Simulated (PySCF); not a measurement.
**C₆ coefficients of unlike pairs at PBE0**

Calculated with PySCF 2.14 from the dipole response of each species, C₆(A,B) = (3/π) ∫ α_A(iu) α_B(iu) du, in atomic units, from isotropic polarisabilities. For ions this is the dispersion term alone; charge-induced terms of lower order in 1/R come first.

| species | configuration | basis | relativity | α (bohr³) | C₆ (like pair) |
| --- | --- | --- | --- | --- | --- |
| Zn | [Ar] 3d10 4s2 (1S) | aug-cc-pwCVDZ-PP with ECP10MDF (6s6p5d3f) | core potential | 40.40 | 286.8 |
| Cd | [Kr] 4d10 5s2 (1S) | aug-cc-pVTZ-PP with ECP28MDF (6s6p5d3f2g) | core potential | 49.91 | 450.8 |
| Re(3+) | [Xe] 4f14 5d4 (5D) | aug-cc-pwCVTZ-PP with ECP60MDF (8s8p7d4f3g) | core potential | 7.262 | 37.78 |
| B(3+) | 1s2 (1S) | aug-cc-pwCVQZ (9s8p6d4f2g) | none | 0.02023 | 0.002702 |

(1) Estimate C₆ for Cd with Zn.

No spin-orbit coupling is included.

The other pairs:

```
         pair      C₆
   Re(3+), Zn   85.42
    B(3+), Zn  0.3424
   Re(3+), Cd   112.0
    B(3+), Cd  0.4702
B(3+), Re(3+)  0.2116
```

Answers

(1) The integral gives 358.4. The combination rule 2 C_A C_B / (C_A α_B/α_A + C_B α_A/α_B) gives 359.5 and the geometric mean 359.6.
